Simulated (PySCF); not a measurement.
# One reaction down a group: Si, Ge, Sn

The same gas-phase reaction for Si, Ge, Sn:
- SiH₃F + F₂ + Br₂ → SiBr₂ + 3 HF
- GeH₃F + F₂ + Br₂ → GeBr₂ + 3 HF
- SnH₃F + F₂ + Br₂ → SnBr₂ + 3 HF

Method: PySCF energies plus ideal-gas RRHO corrections (1 bar). † marks an energy on the PBE0/def2-TZVP geometry and frequencies; other levels use their own. MP2 freezes the core. All species are closed-shell singlets. B3LYP is the form with VWN-RPA correlation. Sn: scalar-relativistic def2 core potential, no spin-orbit coupling. Br, Ge: all electrons, no relativistic terms. SnH₃F: computed as isolated molecules; such fragments, hydroxides, amides, oligomers or adducts are transient or little studied in the gas. MP2 isn't extrapolated to the basis-set limit. The harmonic model lacks anharmonicity and excited electronic states, which grow with temperature; levels with a mode under 35 cm⁻¹ are left out. Soft modes under 120 cm⁻¹ make the harmonic entropy rough for GeBr₂, SnBr₂.

ΔH°(298 K) in kJ, by level:

| level | Si | Ge | Sn |
|---|---|---|---|
| ωB97M-V/def2-TZVP† | -517.8 | -655.8 | -771.3 |
| B3LYP/def2-TZVP† | -497.2 | -655.5 | -780.8 |
| LDA/def2-TZVP† | -507.6 | -636.2 | -753.6 |
| HF/def2-TZVP† | -532.7 | -693.2 | -833.6 |
| PBE/def2-SVP | -447.9 | -576.2 | -705.9 |
| MP2/def2-SVP† | -543.5 | -664.9 | -807.6 |
| MP2/def2-TZVPP† | -578.1 | -714.2 | -862.7 |

At ωB97M-V/def2-TZVP†, ΔH° falls from Si to Sn, over a range of 253.5 kJ; the steps are -138.0, -115.5 kJ. 7 of the 7 levels shown give the same order. The levels scatter most for Sn (156.8 kJ between the highest and the lowest) and least for Si (130.2 kJ). ΔS°(298 K) runs from 138.4 to 140.9 J/K, so TΔS° at 298 K spreads over 0.7 kJ among the members, against 253.5 kJ for ΔH°.

Free energies at ωB97M-V/def2-TZVP†:

| member | ΔS°(298 K), J/K | ΔG°(298 K), kJ | ΔG°(800 K), kJ | ΔG° changes sign |
|---|---|---|---|---|
| Si | 140.9 | -560 | -635 | none from 298 to 2500 K |
| Ge | 140.6 | -698 | -772 | none from 298 to 2500 K |
| Sn | 138.4 | -813 | -884 | none from 298 to 2500 K |

The NASA 1993 table, where it holds all species, gives ΔH°(298 K) = -524 kJ for Si; its entries are part measured, part old estimates, and weren't checked at source. After a fit of one offset per element over all species, the range-separated, M06-2X, PBE0/def2-QZVP and CCSD(T)/def2-TZVPP enthalpies, where run, lie to one side of the table for SiH₃F (+16 kJ/mol): a fault of the table's entry, another state or a shared error of the levels is possible; this was not checked at source.
